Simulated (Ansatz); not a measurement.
## Molecular dynamics of C3H6Si

Input:

```yaml
crystal:
  periodic: [false, false, false]
  atoms:
    - { symbol: C, position_ang: [-0.831238, 0.850011, -1.088594] }
    - { symbol: C, position_ang: [-0.150527, -0.017449, -0.089978] }
    - { symbol: C, position_ang: [-0.30046, -1.201486, 0.533143] }
    - { symbol: Si, position_ang: [1.293445, -0.365591, 1.107822] }
    - { symbol: H, position_ang: [-0.190454, 1.001354, -1.976199] }
    - { symbol: H, position_ang: [-1.79034, 0.414594, -1.423045] }
    - { symbol: H, position_ang: [-1.030824, 1.8521, -0.668474] }
    - { symbol: H, position_ang: [-1.011151, -2.028496, 0.555362] }
    - { symbol: H, position_ang: [1.371201, 0.316941, 2.454281] }
    - { symbol: H, position_ang: [2.640349, -0.821978, 0.595673] }
basis:
  gaussian: { orbitals: "6-31G" }
hamiltonian:
  xc: pbe
md:
  timestep: 0.5
  n_steps: 400
  ensemble: nvt_langevin
  temperature: 700.0
  initial_velocities: maxwell_boltzmann
  seed: 537079
  friction: 0.005
scf:
  lower_state_search: "off"
```

Launched with:

```bash
$ ansatz run input.yaml --threads 1 --pin off --max-ram 2048MiB --backend cpu --events-out ev --progress --plain --runs-dir out
```

It starts from a relaxed structure.

Output, in part (step lines, the closing report, with atoms numbered from 0):

```
md step     0: t =     0.00 fs  T =   630.0 K  F+E_penalty+E_count = -11073.73181865 eV  E_kin = 0.814338 eV  (14 SCF iters)
md step     1: t =     0.50 fs  T =   599.5 K  F+E_penalty+E_count = -11073.71373208 eV  E_kin = 0.774891 eV  (20 SCF iters)
md step     2: t =     1.00 fs  T =   585.6 K  F+E_penalty+E_count = -11073.66479177 eV  E_kin = 0.756907 eV  (20 SCF iters)
md step     3: t =     1.50 fs  T =   540.4 K  F+E_penalty+E_count = -11073.59692869 eV  E_kin = 0.698571 eV  (20 SCF iters)
md step     4: t =     2.00 fs  T =   479.7 K  F+E_penalty+E_count = -11073.52698642 eV  E_kin = 0.620099 eV  (20 SCF iters)
md step     5: t =     2.50 fs  T =   435.4 K  F+E_penalty+E_count = -11073.46375285 eV  E_kin = 0.562845 eV  (21 SCF iters)
md step     6: t =     3.00 fs  T =   389.2 K  F+E_penalty+E_count = -11073.41290714 eV  E_kin = 0.503046 eV  (21 SCF iters)
md step     7: t =     3.50 fs  T =   363.8 K  F+E_penalty+E_count = -11073.37781010 eV  E_kin = 0.470307 eV  (21 SCF iters)
[... lines left out ...]
md step   397: t =   198.50 fs  T =   460.4 K  F+E_penalty+E_count = -11073.26887604 eV  E_kin = 0.595067 eV  (21 SCF iters)
md step   398: t =   199.00 fs  T =   461.4 K  F+E_penalty+E_count = -11073.28103542 eV  E_kin = 0.596437 eV  (21 SCF iters)
md step   399: t =   199.50 fs  T =   445.3 K  F+E_penalty+E_count = -11073.27196456 eV  E_kin = 0.575585 eV  (21 SCF iters)
md step   400: t =   200.00 fs  T =   412.9 K  F+E_penalty+E_count = -11073.24417148 eV  E_kin = 0.533750 eV  (21 SCF iters)
Total energy: -11073.24420337 eV, -406.9342187592 hartree
Atom 0 at    -1.209598     0.508599    -0.392702 Å, force     0.829522    -0.197013     0.315220 eV/Å
Atom 1 at    -0.159283    -0.576269    -0.237654 Å, force    -0.038585     2.836678     1.636492 eV/Å
Atom 2 at     0.081493    -1.857155    -0.116598 Å, force    -1.006487    -2.942930    -1.756330 eV/Å
Atom 3 at     1.662242    -1.054267     0.419984 Å, force    -0.492602     0.336735    -0.273661 eV/Å
Atom 4 at    -2.254216     0.125577    -0.428764 Å, force     0.320402     0.152459     0.510357 eV/Å
Atom 5 at    -1.022336     1.392517     0.290984 Å, force    -0.512901    -1.116694     0.005992 eV/Å
Atom 6 at    -1.039026     0.971964    -1.343908 Å, force     0.115459     0.448292    -1.369936 eV/Å
Atom 7 at    -0.464266    -2.731261    -0.547621 Å, force     0.352039     0.238243     0.743344 eV/Å
Atom 8 at     2.089324    -1.378774     1.807133 Å, force     0.075536     0.202820     0.442532 eV/Å
Atom 9 at     2.782411    -0.946036    -0.548776 Å, force     0.357617     0.041411    -0.254010 eV/Å
Dipole moment:    -0.215192     0.148854    -0.102964 e Å
```

The steps, from the saved trajectory:

```csv
time (fs),T (K),potential energy less start (eV)
0.0,630,0.000
6.5,272,0.498
13.0,455,0.386
19.5,382,0.487
26.0,339,0.603
32.5,601,0.204
39.0,464,0.361
45.5,379,0.520
52.0,410,0.421
58.5,304,0.548
65.0,586,0.262
71.5,552,0.420
78.0,439,0.529
84.5,467,0.506
91.0,498,0.450
97.5,519,0.469
104.0,522,0.535
110.5,521,0.510
117.0,466,0.583
123.5,495,0.475
130.0,401,0.550
136.5,390,0.572
143.0,343,0.518
149.5,414,0.461
156.0,454,0.436
162.5,503,0.475
169.0,349,0.624
175.5,464,0.530
182.0,592,0.427
188.5,560,0.414
195.0,561,0.332
```

All steps were run. The mean temperature of the second half is 33 % below the set value. A run of 0.2 ps of so small a system gives no equilibrium averages. Limits of this set-up: no polarisation functions.

The same pairs are bonded in the first frame and the last. Pairs count as bonded within 1.25 times the sum of covalent radii (0.12 Å more for H–H).

Last frame:

```xyz
10
Properties=species:S:1:pos:R:3
C -1.210 0.509 -0.393
C -0.159 -0.576 -0.238
C 0.082 -1.857 -0.117
Si 1.662 -1.054 0.420
H -2.254 0.126 -0.429
H -1.022 1.393 0.291
H -1.039 0.972 -1.344
H -0.464 -2.731 -0.548
H 2.089 -1.379 1.807
H 2.782 -0.946 -0.549
```

Time of the run: 9.6 min on 1 thread of Arm Neoverse V2, with other jobs on the host, peak memory 0.087 GiB.
